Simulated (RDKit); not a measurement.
Input for RDKit: MMFF94 on C8H8 (SMILES C1=C\C=C/C=C\C=C/1).

```python
from rdkit import Chem
from rdkit.Chem import AllChem, rdDetermineBonds

blocks = [
'''16

C     1.84426397    0.00095887    0.00000000
C     1.35125563    1.25515669   -0.00000000
C    -0.00095891    1.84426401    0.00000000
C    -1.25515673    1.35125565    0.00000000
C    -1.84426400   -0.00095899   -0.00000000
C    -1.35125558   -1.25515677   -0.00000000
C     0.00095895   -1.84426395   -0.00000000
C     1.25515674   -1.35125557   -0.00000000
H     2.93860649   -0.04184269    0.00000000
H     2.12352504    2.03169878   -0.00000000
H     0.04184268    2.93860650   -0.00000000
H    -2.03169877    2.12352506    0.00000000
H    -2.93860647    0.04184272    0.00000000
H    -2.12352510   -2.03169876   -0.00000000
H    -0.04184273   -2.93860646   -0.00000000
H     2.03169878   -2.12352507    0.00000000
''',
]
mol = None
for b in blocks:
    f = Chem.MolFromXYZBlock(b)
    rdDetermineBonds.DetermineBonds(f, charge=0)
    mol = f if mol is None else Chem.CombineMols(mol, f)
Chem.SanitizeMol(mol)
print(Chem.MolToSmiles(Chem.RemoveHs(mol)))
ff = AllChem.MMFFGetMoleculeForceField(mol, AllChem.MMFFGetMoleculeProperties(mol), nonBondedThresh=100.0, ignoreInterfragInteractions=False)
e = ff.CalcEnergy()
print(f'MMFF94 energy {e:.6f} kcal/mol')
```

The log:

```
C1=C\C=C/C=C\C=C/1
MMFF94 energy 48.840735 kcal/mol
```

The run finished.

Cost: about 0.04 core-seconds (a rough figure).
